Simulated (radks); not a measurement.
Values are calculated unless marked as measured or tabulated.
Task: Ionisation of neutral scandium, [Ar] 3d1 4s2, to Sc+, [Ar] 3d1 4s1, under several functionals. Dirac Kohn-Sham, spin-unpolarised, spherical densities, finite nucleus; open shells are shared between the two j in proportion to 2j + 1; a radial shooting solver on a logarithmic mesh with Libxc functionals. The NIST Atomic Spectra Database gives 6.561 eV (measured). Rank these functionals by the error of their Delta-SCF ionisation energy: RPBE; AM05; LDA (Slater exchange, VWN5 correlation); exchange-only LDA; PW91.

Result: From best to worst: RPBE 6.819 eV (+0.257); AM05 6.842 eV (+0.281); PW91 6.937 eV (+0.375); exchange-only LDA 6.173 eV (-0.388); LDA (Slater exchange, VWN5 correlation) 7.059 eV (+0.498). Spin polarisation and multiplet splitting are left out, so open shells lie too high by an amount that depends on their filling.

Beside tabulated values, note that spin-unpolarised runs miss the spin-polarisation part of the exchange energy of open shells.
